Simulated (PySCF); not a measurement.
## Atomic charges against the basis set

C4H4BFO.
Bonds: B1–C2, C2–C3 (aromatic), C3–C4 (aromatic), C4–C5 (aromatic), C5–F6, C5–O7 (aromatic), C2–O7 (aromatic). Hydrogens: H8, H9 on B1; H10 on C3; H11 on C4.

PBE0 throughout (PySCF), one geometry, spherical d and f functions. Geometry: PBE0-D3(BJ)/def2-SVP; no solvent, vibrations or thermal averaging. The first 7 of 10 kinds of atom are listed.

Mulliken charges (e):

| basis | functions | B1 | C2 | C3 | C4 | C5 | F6 | O7 |
| --- | --- | --- | --- | --- | --- | --- | --- | --- |
| STO-3G | 39 | +0.109 | -0.036 | -0.089 | -0.148 | +0.228 | -0.038 | -0.137 |
| 6-31G | 71 | +0.092 | +0.164 | -0.209 | -0.204 | +0.528 | -0.259 | -0.489 |
| pcSseg-0 | 71 | +0.230 | -0.048 | -0.240 | -0.245 | +0.667 | -0.315 | -0.616 |
| 6-31G* | 106 | -0.071 | +0.242 | -0.201 | -0.292 | +0.603 | -0.257 | -0.428 |
| cc-pVDZ | 118 | -0.042 | +0.137 | -0.014 | -0.102 | +0.282 | -0.100 | -0.170 |
| def2-SVP | 118 | -0.036 | +0.130 | -0.020 | -0.173 | +0.404 | -0.138 | -0.226 |
| aug-cc-pVDZ | 197 | -1.541 | +0.098 | +0.810 | +0.564 | +0.646 | -0.498 | -0.433 |
| 6-311+G(2d,p) | 213 | -0.172 | +0.371 | -0.202 | -0.014 | +0.426 | -0.278 | -0.391 |
| def2-TZVP | 241 | -0.129 | +0.144 | -0.195 | -0.204 | +0.333 | -0.137 | -0.144 |
| cc-pVTZ | 266 | -0.135 | +0.070 | -0.099 | -0.274 | +0.302 | -0.093 | -0.086 |
| IGLO-III | 285 | +0.145 | +0.004 | -0.087 | -0.162 | +0.424 | -0.188 | -0.242 |
| pcSseg-2 | 308 | +0.376 | -0.161 | -0.024 | -0.147 | +0.487 | -0.210 | -0.278 |

IAO charges (e):

| basis | functions | B1 | C2 | C3 | C4 | C5 | F6 | O7 |
| --- | --- | --- | --- | --- | --- | --- | --- | --- |
| STO-3G | 39 | +0.016 | -0.069 | -0.133 | -0.241 | +0.268 | -0.056 | -0.094 |
| 6-31G | 71 | -0.039 | -0.004 | -0.133 | -0.265 | +0.439 | -0.199 | -0.209 |
| pcSseg-0 | 71 | -0.045 | -0.002 | -0.131 | -0.271 | +0.443 | -0.188 | -0.209 |
| 6-31G* | 106 | -0.038 | +0.003 | -0.122 | -0.275 | +0.499 | -0.212 | -0.227 |
| cc-pVDZ | 118 | -0.059 | +0.011 | -0.125 | -0.280 | +0.499 | -0.210 | -0.222 |
| def2-SVP | 118 | -0.046 | +0.008 | -0.121 | -0.276 | +0.495 | -0.211 | -0.221 |
| aug-cc-pVDZ | 197 | -0.057 | +0.012 | -0.128 | -0.281 | +0.505 | -0.221 | -0.227 |
| 6-311+G(2d,p) | 213 | -0.054 | +0.011 | -0.127 | -0.280 | +0.505 | -0.223 | -0.228 |
| def2-TZVP | 241 | -0.055 | +0.012 | -0.127 | -0.283 | +0.512 | -0.223 | -0.230 |
| cc-pVTZ | 266 | -0.057 | +0.012 | -0.127 | -0.283 | +0.511 | -0.221 | -0.229 |
| IGLO-III | 285 | -0.056 | +0.012 | -0.128 | -0.282 | +0.509 | -0.223 | -0.229 |
| pcSseg-2 | 308 | -0.053 | +0.011 | -0.128 | -0.282 | +0.511 | -0.223 | -0.230 |

Hirshfeld charges (e):

```
        basis  functions      B1      C2      C3      C4      C5      F6      O7
       STO-3G         39  +0.105  -0.043  -0.030  -0.097  +0.141  +0.010  -0.029
        6-31G         71  +0.091  -0.030  -0.038  -0.098  +0.165  -0.050  -0.074
     pcSseg-0         71  +0.092  -0.036  -0.039  -0.102  +0.166  -0.042  -0.054
       6-31G*        106  +0.081  -0.033  -0.036  -0.100  +0.170  -0.039  -0.063
      cc-pVDZ        118  +0.077  -0.040  -0.038  -0.103  +0.166  -0.033  -0.042
     def2-SVP        118  +0.081  -0.038  -0.038  -0.104  +0.174  -0.041  -0.049
  aug-cc-pVDZ        197  +0.087  -0.040  -0.043  -0.101  +0.176  -0.048  -0.065
6-311+G(2d,p)        213  +0.091  -0.042  -0.042  -0.098  +0.175  -0.050  -0.066
    def2-TZVP        241  +0.085  -0.039  -0.041  -0.100  +0.176  -0.047  -0.062
      cc-pVTZ        266  +0.082  -0.038  -0.041  -0.102  +0.175  -0.044  -0.057
     IGLO-III        285  +0.086  -0.039  -0.042  -0.100  +0.177  -0.048  -0.065
     pcSseg-2        308  +0.087  -0.039  -0.042  -0.101  +0.178  -0.049  -0.064
```

Q: Which scheme is steadiest as the basis changes?

A: Largest range over the bases for any column: Hirshfeld 0.06 e, IAO 0.24 e, Mulliken 1.92 e. Hirshfeld charges move least and Mulliken charges most, counted in e. Without the minimal STO-3G basis the ranges are Hirshfeld 0.03, IAO 0.07, Mulliken 1.92 e.

Q: How much do the charges still move between the two largest bases, IGLO-III and pcSseg-2?

A: At most, over all atoms: Mulliken 0.231 e, IAO 0.003 e, Hirshfeld 0.001 e.

Q: What do the same runs give for the total energy, the frontier levels and the dipole moment?

A: 
```csv
basis,energy (Eh),HOMO (eV),LUMO (eV),μ (D)
STO-3G,-349.6960,-4.86,0.91,2.09
6-31G,-354.2037,-7.26,-1.83,2.53
pcSseg-0,-353.4931,-7.59,-2.13,2.49
6-31G*,-354.3094,-6.96,-1.64,2.30
cc-pVDZ,-354.3389,-7.08,-1.83,2.23
def2-SVP,-354.0530,-7.22,-1.91,2.23
aug-cc-pVDZ,-354.3585,-7.21,-1.98,2.28
"6-311+G(2d,p)",-354.4183,-7.22,-1.99,2.30
def2-TZVP,-354.4527,-7.20,-1.95,2.26
cc-pVTZ,-354.4391,-7.17,-1.93,2.26
IGLO-III,-354.4566,-7.21,-1.98,2.26
pcSseg-2,-354.4507,-7.23,-1.98,2.25
```

The dipole is fixed by the density alone, so its range of 0.44 D shows that the density itself changes with the basis, not only its division among atoms.
